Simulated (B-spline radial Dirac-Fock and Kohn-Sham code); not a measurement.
Relativistic shifts of the levels of Pm¹⁸⁺

System: the Pm¹⁸⁺ ion, configuration [Kr] 4d7.

Both columns are ΔSCF binding energies of the configuration average from a radial atomic solver: non-relativistic Hartree-Fock with a point nucleus, and Dirac-Fock with a finite nucleus and the Coulomb interaction alone, averaged over the two j levels with weights 2j+1.

```tsv
shell	Hartree-Fock (eV)	Dirac-Fock (eV)	shift (eV)	shift (%)
1s	43406.5	45833.3	+2426.80	+5.59
2s	7301.7	7920.2	+618.51	+8.47
2p	6933.1	7126.9	+193.74	+2.79
3s	1972.4	2116.1	+143.65	+7.28
3p	1810.3	1859.9	+49.60	+2.74
4s	722.0	760.0	+37.95	+5.26
4p	654.4	667.5	+13.07	+2.00
4d	539.1	536.8	-2.36	-0.44
```

Relativity binds 1s, 2s, 2p, 3s, 3p, 4s, 4p more strongly, among those listed most of all 2s in relative terms, and 4d more weakly, because the contracted s and p shells screen the nucleus better.

Values without a named source are computed, but for edge energies of neutral atoms, which are taken from tables.
